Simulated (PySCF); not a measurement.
C7H11BN2O.
Numbering: `[CH3:1][O:2][c:3]1[cH:4][n:5][c:6]([B:7]([CH3:8])[CH3:9])[cH:10][n:11]1` (hydrogens: H12, H13, H14 on C1; H15 on C4; H16, H17, H18 on C8; H19, H20, H21 on C9; H22 on C10)

Computed by this run: PBE0-D3(BJ)/def2-SVP geometry optimisation, gas phase (PySCF); density fitting, grid level 2; the optimiser is geomeTRIC in internal coordinates, started from a GFN2-xTB structure.

Step 0: E = -13117.2537 eV
```
atom  x, y, z in Å  |  force x, y, z in eV/Å
C1      4.1938    0.5775    0.0854   -0.159  -0.280  -0.116
O2      3.3911   -0.5196   -0.3136   -0.480   0.042   0.041
C3      2.0712   -0.3654   -0.1732    0.194   0.409   0.151
C4      1.2098   -1.4121   -0.5572    0.071   0.015  -0.003
N5     -0.0867   -1.3045   -0.4404   -0.188  -0.185  -0.044
C6     -0.6145   -0.1660    0.0622   -0.126   0.005   0.015
B7     -2.1738   -0.0778    0.2035   -0.221  -0.008   0.038
C8     -2.8506    1.2698    0.6637    0.097  -0.501   0.024
C9     -3.0194   -1.3627   -0.1119    0.157   0.514  -0.205
C10     0.2638    0.8529    0.4309    0.118  -0.079  -0.062
N11     1.5841    0.7648    0.3181    0.481  -0.261  -0.117
H12     3.9107    1.4786   -0.4622   -0.025   0.259  -0.094
H13     5.2197    0.2974   -0.1430    0.294  -0.087  -0.062
H14     4.0797    0.7674    1.1549   -0.008   0.106   0.261
H15     1.6078   -2.3323   -0.9616    0.314  -0.419  -0.196
H16    -2.3595    1.7172    1.5258    0.279   0.230   0.357
H17    -2.7799    2.0052   -0.1384    0.081   0.328  -0.404
H18    -3.9054    1.1613    0.9029   -0.447  -0.073   0.072
H19    -4.0593   -1.1615   -0.3577   -0.457   0.158  -0.028
H20    -3.0230   -1.9988    0.7745    0.049  -0.268   0.470
H21    -2.5777   -1.9624   -0.9030    0.297  -0.298  -0.281
H22    -0.0924    1.7902    0.8364   -0.322   0.392   0.185
```

**Question.** Estimate the geometry and energy of step 1. (The exact step hangs on the optimiser's Hessian estimate; all steps are aligned on step 0, rigid shifts and turns removed.)

**Answer.** E = -13117.3143 eV, largest force 0.152 eV/Å
```
atom  x, y, z in Å  |  force x, y, z in eV/Å
C1      4.2132    0.5776    0.0502   -0.010   0.017   0.015
O2      3.3734   -0.5073   -0.2963    0.122   0.051   0.025
C3      2.0656   -0.3442   -0.1462   -0.048  -0.134  -0.053
C4      1.2289   -1.4366   -0.4887   -0.032   0.031   0.030
N5     -0.0728   -1.3485   -0.3740    0.023  -0.019  -0.041
C6     -0.6154   -0.1876    0.0817   -0.038   0.010   0.022
B7     -2.1823   -0.0879    0.2095    0.039  -0.008  -0.025
C8     -2.8501    1.2381    0.7351   -0.015   0.067   0.026
C9     -3.0410   -1.3311   -0.1964   -0.001  -0.073  -0.008
C10     0.2457    0.8645    0.4092    0.003   0.010   0.030
N11     1.5753    0.7933    0.3003   -0.029   0.081  -0.001
H12     3.9718    1.4727   -0.5433    0.002  -0.021  -0.003
H13     5.2386    0.2477   -0.1577   -0.027  -0.003   0.002
H14     4.1049    0.8376    1.1149    0.002  -0.013  -0.021
H15     1.6771   -2.3678   -0.8555   -0.016   0.026   0.009
H16    -2.3334    1.7046    1.5903    0.017  -0.029  -0.035
H17    -2.7988    1.9806   -0.0861   -0.021  -0.025   0.018
H18    -3.9130    1.1222    0.9931    0.000  -0.008  -0.012
H19    -4.0771   -1.0984   -0.4844    0.001   0.029   0.019
H20    -3.1022   -1.9581    0.7177   -0.018   0.032  -0.020
H21    -2.5608   -1.9673   -0.9541    0.020   0.014   0.025
H22    -0.1579    1.8152    0.7769    0.027  -0.035  -0.002
```

The energy changes by -0.0606 eV. The first-order estimate −F·Δx gives -0.1232 eV and the mean of the old and new forces, exact on a quadratic surface, -0.0575 eV. The step makes an angle of 80° with the force vector and moves no atom by more than 0.143 Å.

The cost below is that of the whole optimisation. On one thread of an Arm Neoverse V2, no GPU (shared host), this took 4.7 min of wall time and 1.0 GiB of memory at its peak.
